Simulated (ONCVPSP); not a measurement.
An odd input for ONCVPSP 4.0.1 (antimony)

Command:

```bash
oncvpsp.x < Sb.dat > Sb.out
```

Input:

```
# ATOM AND REFERENCE CONFIGURATION
# atsym  z   nc   nv     iexc    psfile
  Sb 51.00    8    3        4      upf
#
#   n    l    f
    1    0    2.00
    2    0    2.00
    2    1    6.00
    3    0    2.00
    3    1    6.00
    3    2   10.00
    4    0    2.00
    4    1    6.00
    4    2   10.00
    5    0    2.00
    5    1    3.00
#
# PSEUDOPOTENTIAL AND OPTIMIZATION
# lmax
    1
#
#   l,   rc,      ep,       ncon, nbas, qcut
    0    1.75    0.00    5    8    3.50
    1    2.55    0.00    4    8    2.90
    2    1.40    0.00    5   10   10.60
#
# LOCAL POTENTIAL
# lloc, lpopt,  rc(5),   dvloc0
    4    3    1.25   -1.00
#
# VANDERBILT-KLEINMAN-BYLANDER PROJECTORs
# l, nproj, debl
    0    2    1.00
    1    3    2.30
    2    3    3.40
#
# MODEL CORE CHARGE
# icmod, fcfact, rcfact
    0    0.00    0.00
#
# LOG DERIVATIVE ANALYSIS
# epsh1, epsh2, depsh
   -3.00    5.00    0.02
#
# OUTPUT GRID
# rlmax, drl
    6.00    0.01
#
# TEST CONFIGURATIONS
# ncnf
    4
# nvcnf
#   n    l    f
    3
    4    2   10.00
    5    0    2.00
    5    1    2.00
#
    3
    4    2   10.00
    5    0    2.00
    5    1    1.00
#
    3
    4    2   10.00
    5    0    2.00
    5    1    0.00
#
    3
    4    2   10.00
    5    0    1.00
    5    1    4.00
#
```

Output:

```
ONCVPSP  (Optimized Norm-Conservinng Vanderbilt PSeudopotential)
scalar-relativistic version 4.0.1

Read ERROR, input data file line  25
Program will stop
```

This input was made by a single change from one that runs to its end. What was changed?

The change: lmax lowered by one with the lists unchanged. The program refuses the input: "Read ERROR, input data file line 25".
